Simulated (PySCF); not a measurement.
Species: CH4BBr.
SMILES with atom numbers: `[CH3:1][BH:2][Br:3]` (hydrogens: H4, H5, H6 on C1; H7 on B2)

Cartesian coordinates in Å at the PBE0-D3(BJ)/def2-SVP level; atoms count from 1:
```xyz
7
CH4BBr angstrom
C     -0.7318   -0.3395   -0.1806
B      0.7439    0.1361   -0.2562
Br     2.2007   -1.0968   -0.3510
H     -1.2244    0.1330    0.6875
H     -1.2679    0.0565   -1.0625
H     -0.8729   -1.4274   -0.1349
H      1.0552    1.3016   -0.2687
```

Level of theory: EOM-IP-CCSD/aug-cc-pVDZ in PySCF, restricted Hartree–Fock reference, frozen core, non-relativistic, gas phase, PBE0-D3(BJ)/def2-SVP geometry.

Hartree–Fock orbital energies give these Koopmans values (eV): HOMO 10.97, HOMO-1 11.74, HOMO-2 13.01, HOMO-3 14.14, HOMO-4 15.28, HOMO-5 15.91, HOMO-6 18.10.

Problem. What vertical ionisation energies does EOM-IP-CCSD give?

Solution. 
```json
{"leading hole (HF orbital)": "HOMO", "Koopmans (eV)": "10.97", "EOM-IP-CCSD (eV)": "10.40", "change (eV)": "-0.57", "one-hole share": "0.96"}
{"leading hole (HF orbital)": "HOMO-1", "Koopmans (eV)": "11.74", "EOM-IP-CCSD (eV)": "11.32", "change (eV)": "-0.42", "one-hole share": "0.96"}
{"leading hole (HF orbital)": "HOMO-2", "Koopmans (eV)": "13.01", "EOM-IP-CCSD (eV)": "12.38", "change (eV)": "-0.63", "one-hole share": "0.96"}
{"leading hole (HF orbital)": "HOMO-3", "Koopmans (eV)": "14.14", "EOM-IP-CCSD (eV)": "13.04", "change (eV)": "-1.10", "one-hole share": "0.95"}
{"leading hole (HF orbital)": "HOMO-4", "Koopmans (eV)": "15.28", "EOM-IP-CCSD (eV)": "14.46", "change (eV)": "-0.82", "one-hole share": "0.95"}
{"leading hole (HF orbital)": "HOMO-5", "Koopmans (eV)": "15.91", "EOM-IP-CCSD (eV)": "14.96", "change (eV)": "-0.95", "one-hole share": "0.95"}
{"leading hole (HF orbital)": "HOMO-6", "Koopmans (eV)": "18.10", "EOM-IP-CCSD (eV)": "16.70", "change (eV)": "-1.40", "one-hole share": "0.91"}
```

Problem. Does the order of the lines follow the orbital energies?

Solution. Yes, no two lines change places. The corrections run from -1.40 to -0.42 eV, with a mean of -0.84 eV over the 7 lines; no line lies above its Koopmans value.

Problem. At what kinetic energies would He II light (40.81 eV) eject these electrons?

Solution. 30.41 eV (HOMO), 29.49 eV (HOMO-1), 28.43 eV (HOMO-2), 27.77 eV (HOMO-3), 26.35 eV (HOMO-4), 25.85 eV (HOMO-5), 24.11 eV (HOMO-6).

Problem. What total energy has the lowest final state, and which wavelength reaches it?

Solution. E(CCSD) + ionisation energy = -2637.72734 + 0.38220 = -2637.34514 Eh, at the geometry of the initial state. The threshold wavelength is 1239.84 eV nm/10.40 eV = 119.2 nm.

One root was sought for each valence orbital with −ε under 21 eV, eight at most, so deeper holes and satellites are missing; no vibrational structure.
